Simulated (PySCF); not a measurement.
CH₄N, doublet, geometry from GFN2-xTB; HF/pcseg-1 (PySCF).

PySCF was given this input:
```python
from pyscf import gto, scf

mol = gto.Mole()
mol.atom = '''
    C    -0.71383820    0.05340766   -0.14623816
    N     0.64268006   -0.04802632    0.15629072
    H    -1.30378940   -0.82750337    0.02165825
    H    -1.16517043    1.01349598    0.01736352
    H     1.18967095    0.75232861   -0.12976755
    H     1.06355764   -0.92258292   -0.12586027
'''
mol.basis = 'pcseg-1'
mol.spin = 1
mol.verbose = 4
mol.build()

mf = scf.UHF(mol)
mf.kernel()
mf.analyze()
```

The log (banner, timings and long lists left out):

```
PySCF version 2.14.0

[INPUT] verbose = 4
[INPUT] num. atoms = 6
[INPUT] num. electrons = 17
[INPUT] charge = 0
[INPUT] spin (= nelec alpha-beta = 2S) = 1
[INPUT] symmetry False subgroup None
[INPUT] Mole.unit = angstrom
[INPUT] Symbol           X                Y                Z      unit          X                Y                Z       unit  Magmom
[INPUT]  1 C     -0.713838200000   0.053407660000  -0.146238160000 AA   -1.348958695252   0.100925850354  -0.276350071360 Bohr   0.0
[INPUT]  2 N      0.642680060000  -0.048026320000   0.156290720000 AA    1.214489299119  -0.090756591571   0.295346656611 Bohr   0.0
[INPUT]  3 H     -1.303789400000  -0.827503370000   0.021658250000 AA   -2.463804890111  -1.563754736455   0.040928160837 Bohr   0.0
[INPUT]  4 H     -1.165170430000   1.013495980000   0.017363520000 AA   -2.201853001142   1.915229830548   0.032812297358 Bohr   0.0
[INPUT]  5 H      1.189670950000   0.752328610000  -0.129767550000 AA    2.248152273851   1.421695028575  -0.245225129356 Bohr   0.0
[INPUT]  6 H      1.063557640000  -0.922582920000  -0.125860270000 AA    2.009832657289  -1.743429046002  -0.237841440264 Bohr   0.0

nuclear repulsion = 37.2575803202232
number of shells = 14
number of NR pGTOs = 78
number of NR cGTOs = 48
basis = pcseg-1
ecp = {}

******** <class 'pyscf.scf.uhf.UHF'> ********
method = UHF
initial guess = minao
damping factor = 0
level_shift factor = 0
DIIS = <class 'pyscf.scf.diis.CDIIS'>
diis_start_cycle = 1
diis_space = 8
diis_damp = 0
SCF conv_tol = 1e-09
SCF conv_tol_grad = None
SCF max_cycles = 50
direct_scf = True
direct_scf_tol = 1e-13
number electrons alpha = 9  beta = 8
Set gradient conv threshold to 3.16228e-05
init E= -94.6397360574001

cycle= 1 E= -94.5375682166751  delta_E= 0.102  |g|= 0.189  |ddm|= 1.58
cycle= 2 E= -94.5641992237454  delta_E= -0.0266  |g|= 0.0618  |ddm|= 0.226
cycle= 3 E= -94.5676329327237  delta_E= -0.00343  |g|= 0.027  |ddm|= 0.0784
cycle= 4 E= -94.5684933405796  delta_E= -0.00086  |g|= 0.0135  |ddm|= 0.0405
cycle= 5 E= -94.5688309177754  delta_E= -0.000338  |g|= 0.00655  |ddm|= 0.0281
cycle= 6 E= -94.5689483564715  delta_E= -0.000117  |g|= 0.00287  |ddm|= 0.0201
cycle= 7 E= -94.5689640388693  delta_E= -1.57e-05  |g|= 0.00106  |ddm|= 0.00747
cycle= 8 E= -94.5689661576822  delta_E= -2.12e-06  |g|= 0.000376  |ddm|= 0.00264
cycle= 9 E= -94.5689664148316  delta_E= -2.57e-07  |g|= 0.000141  |ddm|= 0.000952
cycle= 10 E= -94.5689664521932  delta_E= -3.74e-08  |g|= 5.49e-05  |ddm|= 0.000353
cycle= 11 E= -94.5689664584797  delta_E= -6.29e-09  |g|= 1.39e-05  |ddm|= 0.000173
cycle= 12 E= -94.5689664588689  delta_E= -3.89e-10  |g|= 4.52e-06  |ddm|= 4.28e-05
Extra cycle  E= -94.5689664588982  delta_E= -2.93e-11  |g|= 2.68e-06  |ddm|= 9.8e-06
converged SCF energy = -94.5689664588982  <S^2> = 0.75974232  2S+1 = 2.0097187
**** SCF Summaries ****
Total Energy =                         -94.568966458898160
Nuclear Repulsion Energy =              37.257580320223205
One-electron Energy =                 -201.112136573655562
Two-electron Energy =                   69.285589794534189
Two-electron Coulomb Energy =           82.496654054225999
DFT Exchange-Correlation Energy =      -13.211064259691810
**** MO energy ****
                             alpha | beta                alpha | beta
MO #1   energy= -15.5467211404737  | -15.5401113885121  occ= 1 | 1
MO #2   energy= -11.2321627628642  | -11.2080224097526  occ= 1 | 1
MO #3   energy= -1.20257905454128  | -1.17865121917816  occ= 1 | 1
MO #4   energy= -0.890016399505945 | -0.828307151581141 occ= 1 | 1
MO #5   energy= -0.697362947800614 | -0.689362723933226 occ= 1 | 1
MO #6   energy= -0.610261811995156 | -0.596793388765294 occ= 1 | 1
MO #7   energy= -0.542740977125262 | -0.531305781643846 occ= 1 | 1
MO #8   energy= -0.52630197380427  | -0.424883315584102 occ= 1 | 1
MO #9   energy= -0.295360506441166 | 0.168906611834196  occ= 1 | 0
MO #10  energy= 0.16520912456704   | 0.170046282875779  occ= 0 | 0
MO #11  energy= 0.200791119430727  | 0.205156825623301  occ= 0 | 0
MO #12  energy= 0.202606470737022  | 0.210485668787848  occ= 0 | 0
MO #13  energy= 0.265772377605279  | 0.270875059932413  occ= 0 | 0
MO #14  energy= 0.383037405126718  | 0.399060259963194  occ= 0 | 0
MO #15  energy= 0.615526059149896  | 0.646489288881507  occ= 0 | 0
MO #16  energy= 0.643147140785168  | 0.686625058403468  occ= 0 | 0
MO #17  energy= 0.69015357728644   | 0.76133917228225   occ= 0 | 0

To work with the spin densities directly, `use mulliken_meta_spin()` only printing them here.

 ** Mulliken spin pop alpha/beta on meta-lowdin orthogonal AOs **
 ** Mulliken Spin Density (per AO)  **
spin_pop of  0 C 1s       -0.00000
spin_pop of  0 C 2s        0.08856
spin_pop of  0 C 3s        0.00165
spin_pop of  0 C 2px       0.01910
spin_pop of  0 C 2py       0.03058
spin_pop of  0 C 2pz       0.79379
spin_pop of  0 C 3px       0.00052
spin_pop of  0 C 3py      -0.00008
spin_pop of  0 C 3pz       0.01371
spin_pop of  0 C 3dxy      0.00005
spin_pop of  0 C 3dyz     -0.00011
spin_pop of  0 C 3dz^2    -0.00129
spin_pop of  0 C 3dxz     -0.00007
spin_pop of  0 C 3dx2-y2   -0.00004
spin_pop of  1 N 1s       -0.00000
spin_pop of  1 N 2s        0.01235
spin_pop of  1 N 3s        0.00082
spin_pop of  1 N 2px      -0.01196
spin_pop of  1 N 2py       0.00360
spin_pop of  1 N 2pz       0.12665
spin_pop of  1 N 3px       0.00022
spin_pop of  1 N 3py       0.00014
spin_pop of  1 N 3pz       0.00244
spin_pop of  1 N 3dxy      0.00006
spin_pop of  1 N 3dyz     -0.00000
spin_pop of  1 N 3dz^2    -0.00044
spin_pop of  1 N 3dxz      0.00011
spin_pop of  1 N 3dx2-y2   -0.00002
spin_pop of  2 H 1s       -0.03739
spin_pop of  2 H 2s        0.00033
spin_pop of  2 H 2px      -0.00000
spin_pop of  2 H 2py       0.00000
spin_pop of  2 H 2pz       0.00051
spin_pop of  3 H 1s       -0.03739
spin_pop of  3 H 2s        0.00033
spin_pop of  3 H 2px       0.00000
spin_pop of  3 H 2py      -0.00001
spin_pop of  3 H 2pz       0.00052
spin_pop of  4 H 1s       -0.00429
spin_pop of  4 H 2s        0.00043
spin_pop of  4 H 2px       0.00000
spin_pop of  4 H 2py       0.00007
spin_pop of  4 H 2pz       0.00018
spin_pop of  5 H 1s       -0.00429
spin_pop of  5 H 2s        0.00043
spin_pop of  5 H 2px      -0.00000
spin_pop of  5 H 2py       0.00007
spin_pop of  5 H 2pz       0.00018
 ** Mulliken Spin Density (per atom)  **
spin density of  0 C =      0.94636
spin density of  1 N =      0.13396
spin density of  2 H =     -0.03655
spin density of  3 H =     -0.03655
spin density of  4 H =     -0.00361
spin density of  5 H =     -0.00361
 ** Mulliken pop alpha/beta on meta-lowdin orthogonal AOs **
 ** Mulliken pop       alpha | beta **
In total             9.00000 | 8.00000
 ** Mulliken atomic charges   ( Nelec_alpha | Nelec_beta ) **
charge of  0C =     -0.16261  (     3.55449      2.60813 )
charge of  1N =     -0.43136  (     3.78266      3.64870 )
charge of  2H =      0.08789  (     0.43778      0.47433 )
charge of  3H =      0.08789  (     0.43778      0.47433 )
charge of  4H =      0.20910  (     0.39364      0.39726 )
charge of  5H =      0.20910  (     0.39364      0.39726 )
Dipole moment(X, Y, Z, Debye):  0.64060, -0.04981, -0.67714
```
